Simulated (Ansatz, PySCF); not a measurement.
SiHBr3, SMILES Br[SiH](Br)Br. Atoms are numbered in the order given.

```xyz
5

Si     0.0050     0.6280     0.0000
Br    -1.0326    -0.1004     1.7933
Br     2.0731    -0.1114     0.0000
Br    -1.0326    -0.1004    -1.7934
H      0.0102     2.1027     0.0000
```
Charge 0, spin multiplicity 1.

Geometry optimised at ωB97X-D3(BJ)/def2-SVP.

Two levels are set side by side: PBE-D3(BJ)/def2-SVP (Ansatz, a first-principles code) and ωB97X-D3(BJ)/def2-SVP (PySCF). Each level has its own optimised geometry; the coordinates shown are those of the second. Frequencies come from the Hessian of PySCF at each geometry. Differences are taken from unrounded values.

```json
[
 {"quantity": "mean bond length (Å)", "ωB97X-D3(BJ)": "2.016"},
 {"quantity": "bond Si1–Br2 (Å)", "ωB97X-D3(BJ)": "2.196"},
 {"quantity": "bond Si1–Br3 (Å)", "ωB97X-D3(BJ)": "2.196"},
 {"quantity": "bond Si1–Br4 (Å)", "ωB97X-D3(BJ)": "2.196"},
 {"quantity": "bond Si1–H5 (Å)", "ωB97X-D3(BJ)": "1.475"},
 {"quantity": "highest harmonic wavenumber (cm⁻¹)", "ωB97X-D3(BJ)": "2334"},
 {"quantity": "mean harmonic wavenumber (cm⁻¹)", "ωB97X-D3(BJ)": "633"},
 {"quantity": "zero-point energy (kcal/mol)", "ωB97X-D3(BJ)": "8.14"}
]
```

Question: What does PBE-D3(BJ) give, and how far is it from ωB97X-D3(BJ)? (The exact figures need the calculation; the answer reports its results.)

Answer: 
| quantity | PBE-D3(BJ) | PBE-D3(BJ) minus ωB97X-D3(BJ) |
|---|---|---|
| mean bond length (Å) | 2.042 | 0.026 |
| bond Si1–Br2 (Å) | 2.226 | 0.029 |
| bond Si1–Br3 (Å) | 2.226 | 0.029 |
| bond Si1–Br4 (Å) | 2.226 | 0.029 |
| bond Si1–H5 (Å) | 1.492 | 0.017 |
| highest harmonic wavenumber (cm⁻¹) | 2216 | -118 |
| mean harmonic wavenumber (cm⁻¹) | 593 | -40 |
| zero-point energy (kcal/mol) | 7.63 | -0.51 |

GGA bonds tend to be longer and softer than those of functionals with exact exchange. Differences between two approximate levels are no errors against the true value.
